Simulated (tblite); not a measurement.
C6H11OP.
Atom-mapped SMILES: `[CH3:1]/[CH:2]=[CH:3]\[PH:4][CH2:5][C:6]([CH3:7])=[O:8]` (hydrogens: H9, H10, H11 on C1; H12 on C2; H13 on C3; H14 on P4; H15, H16 on C5; H17, H18, H19 on C7)

Geometry (GFN2-xTB, Å), atoms numbered from 1 in this order:
```
atom  x, y, z in Å
C1     2.5154    0.1960    0.4902
C2     1.6755   -1.0124    0.2644
C3     0.7284   -1.1117   -0.6617
P4     0.3397    0.2254   -1.8444
C5    -0.9058    1.1945   -0.8123
C6    -1.9706    0.2734   -0.2918
C7    -1.8851   -0.0280    1.1821
O8    -2.8114   -0.2063   -1.0125
H9     3.5696   -0.0766    0.5066
H10    2.3458    0.9266   -0.3004
H11    2.2780    0.6514    1.4522
H12    1.8701   -1.8496    0.9257
H13    0.1682   -2.0317   -0.7724
H14   -0.6446   -0.4983   -2.5249
H15   -0.3700    1.7124   -0.0160
H16   -1.3380    1.9230   -1.5021
H17   -2.0436    0.8886    1.7476
H18   -2.6390   -0.7590    1.4621
H19   -0.8926   -0.4085    1.4180
```

Computed values, GFN2-xTB/tblite, gas phase, harmonic and unscaled. This tight-binding method is rough: wavenumbers can miss measured ones by several per cent, in bad cases by 10 to 20. Modes of hydrogen on phosphorus can be 10 to 20 % off. One conformer, not necessarily the lowest.

Harmonic wavenumbers (cm⁻¹): 34.7, 41.4, 92.6, 127.0, 144.3, 165.3, 196.2, 216.7, 371.4, 389.7, 497.4, 514.1, 552.8, 680.3, 711.6, 725.0, 761.4, 844.0, 884.0, 908.6, 933.0, 977.7, 985.5, 989.8, 1036.7, 1068.4, 1098.7, 1156.1, 1196.5, 1213.9, 1305.2, 1364.8, 1394.6, 1413.5, 1453.8, 1460.0, 1460.2, 1471.1, 1672.2, 1748.9, 2289.1, 2967.3, 2981.2, 2992.3, 3005.4, 3016.7, 3018.4, 3022.4, 3024.7, 3039.0, 3054.3.

A = 2523, B = 1142, C = 959.8 MHz; mass 130.055 u (most abundant isotopes); point group C1, symmetry number 1.

Problem. Zero-point energy?

Solution. Half the sum of the wavenumbers: 33335 cm⁻¹ = 398.77 kJ/mol.

Problem. Give the ideal-gas entropy at 200 K and 1 bar in the rigid-rotor, harmonic-oscillator model (classical rotation).

Solution. Translation 161.27, rotation 116.95, vibration 95.80: S = 374.0 J/(mol K).

Problem. And Cp and H(200 K) − H(0)?

Solution. Cp = 122.11 J/(mol K), of which vibrations give 88.85 (their classical limit is 51 R = 424.0); H(200 K) − H(0) = 16.40 kJ/mol without the zero-point energy, 9.75 from vibrations.

Problem. What must be added to the electronic energy to get the Gibbs energy at 200 K and 1 bar?

Solution. ZPE + [H(200 K) − H(0)] − T·S = 398.77 + 16.40 − 74.80 = 340.37 kJ/mol.

Problem. Which modes carry the vibrational entropy at 200 K?

Solution. 34.7 cm⁻¹: 19.87; 41.4 cm⁻¹: 18.42; 92.6 cm⁻¹: 11.84; 127.0 cm⁻¹: 9.35; 144.3 cm⁻¹: 8.37; 165.3 cm⁻¹: 7.35 J/(mol K); the other 45 give 20.60 together.

Problem. Blend soft modes into free rotors: weight 1/[1 + (100 cm⁻¹/ν̃)⁴] for the oscillator and the rest for a rotor with moment μB/(μ + B), μ = h/(8π²ν), B = 10⁻⁴⁴ kg m². What vibrational entropy results?

Solution. 85.98 J/(mol K) in place of 95.80, which changes −T·S at 200 K by +1.96 kJ/mol.

Hindered rotation and anharmonicity are outside this model. Other conformers, if any are populated, would add a mixing term that is left out. The structure is chiral; the term R ln 2 for an equal mix with its mirror image is left out.
